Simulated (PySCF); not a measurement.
Species: aluminum trifluoride, AlF3.
Bonds: F1–Al2, Al2–F3, Al2–F4.

The closed-shell ground state was solved at several levels (PySCF, density fitting, gas phase, non-relativistic). Geometry: PBE0-D3(BJ)/def2-TZVP; no solvent, vibrations or thermal averaging. The dipole stays under 0.02 D at every level.

```json
{"level": "CAM-B3LYP/aug-cc-pVTZ", "basis functions": "188", "HOMO (eV)": "-13.41", "LUMO (eV)": "-1.00", "gap (eV)": "12.41"}
{"level": "PBE0/aug-cc-pVTZ", "basis functions": "188", "HOMO (eV)": "-11.79", "LUMO (eV)": "-1.67", "gap (eV)": "10.12"}
{"level": "PBE0/pcSseg-2", "basis functions": "151", "HOMO (eV)": "-11.78", "LUMO (eV)": "-1.46", "gap (eV)": "10.32"}
```

(1) Estimate the row for wB97X-D/aug-cc-pVTZ, a basis of 188 functions; the other rows only guide the guess.

(2) Over all these levels, which gives the widest orbital gap and which the narrowest?

## Answers

(1) HOMO -13.75 eV, LUMO -0.03 eV, gap 13.72 eV.

(2) wB97X-D/aug-cc-pVTZ (range-separated hybrid) has the widest, 13.72 eV, and PBE0/aug-cc-pVTZ (global hybrid, 25 % exact exchange) the narrowest, 10.12 eV. The two share the basis. From the narrowest to the widest the HOMO moves by -1.96 eV and the LUMO by +1.64 eV.
